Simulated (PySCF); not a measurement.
A side-by-side comparison of computed properties.

First species: C9H16.
InChI=1S/C9H16/c1-2-3-6-9-7-4-5-8-9/h6H,2-5,7-8H2,1H3

Second species: C8H9Cl.
Numbering: `[Cl:1]/[CH:2]=[CH:3]/[C:4]#[C:5][CH:6]1[CH2:7][CH2:8][CH2:9]1` (hydrogens: H10 on C2; H11 on C3; H12 on C6; H13, H14 on C7; H15, H16 on C8; H17, H18 on C9)

Structure used (PBE0-D3(BJ)/def2-SVP), in Å, numbered top down from 1:
```xyz
18
C8H9Cl angstrom
Cl     5.752   -0.126    0.404
C      4.044    0.048    0.402
C      3.244   -0.640   -0.428
C      1.833   -0.498   -0.433
C      0.620   -0.399   -0.463
C     -0.821   -0.257   -0.469
C     -1.617   -0.447    0.850
C     -2.552    0.689    0.398
C     -1.453    1.157   -0.572
H      3.664    0.766    1.134
H      3.694   -1.343   -1.137
H     -1.248   -0.907   -1.252
H     -1.004   -0.153    1.714
H     -2.044   -1.442    1.040
H     -3.430    0.301   -0.141
H     -2.900    1.400    1.161
H     -1.743    1.507   -1.574
H     -0.794    1.907   -0.112
```

Levels: B3LYP/def2-SVPD for HOMO energy, LUMO energy, HOMO–LUMO gap and static isotropic polarisability; TDDFT B3LYP/def2-SVPD for lowest singlet excitation; TDA B3LYP/def2-SVPD for lowest triplet excitation (Tamm–Dancoff); ΔSCF B3LYP/def2-SVPD for vertical ionisation energy. Geometries: PBE0-D3(BJ)/def2-SVP. Each structure is a single optimised conformer of the isolated species, non-relativistic unless stated; the electronic structure was computed with PySCF and density fitting.

Problem. Which of the two has the higher static isotropic polarisability, and by how much?

Solution. The second: 121.2 au against 110.3 au, a difference of 10.9 au.

Problem. Which of the two has the higher HOMO energy, and by how much?

Solution. The first: -6.29 eV against -6.45 eV, a difference of 0.16 eV.

Problem. Which of the two has the higher S1 energy, and by how much?

Solution. The first: 5.88 eV against 4.81 eV, a difference of 1.07 eV.

Problem. Which has the higher LUMO energy?

Solution. The first: 0.15 eV against -1.30 eV, a difference of 1.45 eV.

Problem. Which has the higher HOMO–LUMO gap?

Solution. The first: 6.44 eV against 5.15 eV, a difference of 1.29 eV.

Problem. Which has the higher T1 energy?

Solution. The first: 4.05 eV against 3.11 eV, a difference of 0.94 eV.

On the first: S1 lies 0.56 eV below the HOMO–LUMO gap; its leading configuration is HOMO→LUMO+1, weight 0.79. No computed singlet falls in the visible range (750 to 380 nm, 1.65 to 3.26 eV); S1 lies 2.62 eV above its blue end.

On the second: No computed singlet falls in the visible range (750 to 380 nm, 1.65 to 3.26 eV); S1 lies 1.55 eV above its blue end. The principal polarisabilities are 82.2, 88.5 and 192.8 au; their mean is the isotropic value.
